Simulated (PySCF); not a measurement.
# How methods differ on the ionisation energy of Sr³⁰⁺

Sr³⁰⁺ [He] 2s2 2p4 (3P) → Sr³¹⁺ [He] 2s2 2p3 (4S), as a difference of total energies. All numbers are calculated (PySCF 2.14, scalar relativity by spin-free X2C-1e, in an uncontracted even-tempered set (20 s from 8.7 bohr⁻², ratio 2.2; 12 p from 11 bohr⁻², ratio 2.2; 6 d from 52 bohr⁻², ratio 2.4; 5 f from 77 bohr⁻², ratio 2.4; 4 g from 120 bohr⁻², ratio 2.4)). Correlated levels: nothing frozen; virtual orbitals above 40 to 60 times the deepest correlated orbital energy dropped. The calculations carry no spin-orbit coupling.

```csv
method,ionisation energy (eV)
UHF,3664.8
LDA,3662.8
PBE,3667.3
PBE0,3667.1
r2SCAN,3668.2
TPSSh,3668.6
MN15,3666.3
MP2 (all electrons),3666.4
SCS-MP2 (all electrons),3666.5
```

Spin-orbit coupling is strong in these open shells (close to jj coupling). The scalar numbers leave it out and a first-order estimate fails, so it can dominate the gap to the real levels.

For this ion Breit and QED terms and the two-electron picture change, all absent here, outweigh the differences among the correlated methods.

For comparison: 3664 ± 8 eV (semi-empirical (NIST evaluation); NIST Atomic Spectra Database, ionization energies).
